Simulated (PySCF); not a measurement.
C3H5, charge -1, singlet, at a GFN2-xTB geometry (in this run its highest filled SCF level lies above zero, so its values depend strongly on the basis, on diffuse functions most of all); B3LYP/6-31+G* (PySCF).

PySCF was given this input:
```python
from pyscf import gto, scf, dft, solvent

mol = gto.M(
    atom='''
C    -0.010751    0.960170    0.093412
C     0.755777   -0.344508    0.026624
C    -0.748251   -0.360884    0.021847
H    -0.012597    1.431798   -0.941996
H     1.255392   -0.743614   -0.876342
H     1.261661   -0.709388    0.929634
H    -1.251796   -0.736753    0.921650
H    -1.233312   -0.770710   -0.884248
''',
    basis='6-31+g*',
    charge=-1,
    spin=0,
    verbose=4,
)

mf = dft.RKS(mol)
mf.xc = 'b3lyp'
mf.kernel()
mf.analyze()
```

What the program printed (banner, timings and long lists left out):

```
PySCF version 2.14.0

[INPUT] verbose = 4
[INPUT] num. atoms = 8
[INPUT] num. electrons = 24
[INPUT] charge = -1
[INPUT] spin (= nelec alpha-beta = 2S) = 0
[INPUT] symmetry False subgroup None
[INPUT] Mole.unit = angstrom
[INPUT] Symbol           X                Y                Z      unit          X                Y                Z       unit  Magmom
[...]
nuclear repulsion = 68.4062350097256
number of shells = 34
number of NR pGTOs = 113
number of NR cGTOs = 64
basis = 6-31+g*
ecp = {}

******** <class 'pyscf.dft.rks.RKS'> ********
method = RKS
initial guess = minao
damping factor = 0
level_shift factor = 0
DIIS = <class 'pyscf.scf.diis.CDIIS'>
diis_start_cycle = 1
diis_space = 8
diis_damp = 0
SCF conv_tol = 1e-09
SCF conv_tol_grad = None
SCF max_cycles = 50
direct_scf = True
direct_scf_tol = 1e-13
XC library pyscf.dft.libxc version 7.1.2
    S. Lehtola, C. Steigemann, M. J. T. Oliveira, and M. A. L. Marques,  SoftwareX 7, 1–5 (2018)
XC functionals = b3lyp
    P. J. Stephens, F. J. Devlin, C. F. Chabalowski, and M. J. Frisch,  J. Phys. Chem. 98, 11623 (1994)
radial grids:
    Treutler-Ahlrichs [JCP 102, 346 (1995); DOI:10.1063/1.469408] (M4) radial grids

becke partition: Becke, JCP 88, 2547 (1988); DOI:10.1063/1.454033
pruning grids: <function nwchem_prune>
grids dens level: 3
symmetrized grids: False
atomic radii adjust function: <function treutler_atomic_radii_adjust>
small_rho_cutoff = 0
Set gradient conv threshold to 3.16228e-05
Initial guess from minao.
tot grids = 91400
init E= -117.398610909004
[...]
cycle= 1 E= -117.095788293736  delta_E= 0.303  |g|= 0.601  |ddm|= 2.72
[...]
cycle= 2 E= -115.897091443685  delta_E=  1.2  |g|= 1.62  |ddm|=  485
[...]
cycle= 3 E= -117.202102590901  delta_E= -1.31  |g|= 0.25  |ddm|=  484
[...]
cycle= 4 E= -117.219564442168  delta_E= -0.0175  |g|= 0.113  |ddm|= 0.849
[...]
cycle= 5 E= -117.223255867084  delta_E= -0.00369  |g|= 0.023  |ddm|= 0.437
[...]
cycle= 6 E= -117.223405478444  delta_E= -0.00015  |g|= 0.00246  |ddm|= 0.173
[...]
cycle= 7 E= -117.223407843762  delta_E= -2.37e-06  |g|= 0.000431  |ddm|= 0.0129
[...]
cycle= 8 E= -117.223407928517  delta_E= -8.48e-08  |g|= 0.000143  |ddm|= 0.0027
[...]
cycle= 9 E= -117.22340793715  delta_E= -8.63e-09  |g|= 4.67e-05  |ddm|= 0.00144
[...]
cycle= 10 E= -117.223407938058  delta_E= -9.08e-10  |g|= 1.19e-05  |ddm|= 0.000425
[...]
Extra cycle  E= -117.223407938004  delta_E= 5.41e-11  |g|= 1.96e-05  |ddm|= 0.000268
converged SCF energy = -117.223407938004
**** SCF Summaries ****
Total Energy =                        -117.223407938003845
Nuclear Repulsion Energy =              68.406235009725606
One-electron Energy =                 -296.775134751733617
Two-electron Energy =                  111.145491804004166
Two-electron Coulomb Energy =          129.432448803037602
DFT Exchange-Correlation Energy =      -18.286956999033436
HOMO-LUMO gap [eV] =                     2.789390605785630
**** MO energy ****
[...]
 ** Mulliken pop on meta-lowdin orthogonal AOs  **
 ** Mulliken pop  **
 ** Mulliken atomic charges  **
charge of    0C =     -0.66808
charge of    1C =     -0.25692
charge of    2C =     -0.25692
charge of    3H =      0.01722
charge of    4H =      0.02992
charge of    5H =      0.05243
charge of    6H =      0.05243
charge of    7H =      0.02992

WARN: System has nonzero charge -1; the dipole moment is origin-dependent.
Location of origin: [0. 0. 0.]

Dipole moment(X, Y, Z, Debye):  0.04898, -3.95434, -1.86677
```
